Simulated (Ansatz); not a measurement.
CF2 (SMILES F[C]F) moved off its minimum; all values from Ansatz (a first-principles code), cores frozen in correlated methods. Open shells are unrestricted.
(charge 0, multiplicity 3)
```xyz
3

F     -1.0936    -0.1692    -0.0606
C      0.0348     0.4443    -0.0563
F      1.1507    -0.1462    -0.0629
```

Task: Give the forces (eV/Å), the total energy and the dipole at CCSD(T)/aug-cc-pVTZ.

Result: 
```json
[
 {"atom": "F1", "Fx": "-1.462", "Fy": "-1.238", "Fz": "-0.010"},
 {"atom": "C2", "Fx": "-0.992", "Fy": "2.984", "Fz": "0.028"},
 {"atom": "F3", "Fx": "2.454", "Fy": "-1.747", "Fz": "-0.019"}
]
```
Energy -237.3438 hartree, dipole 0.22 D.
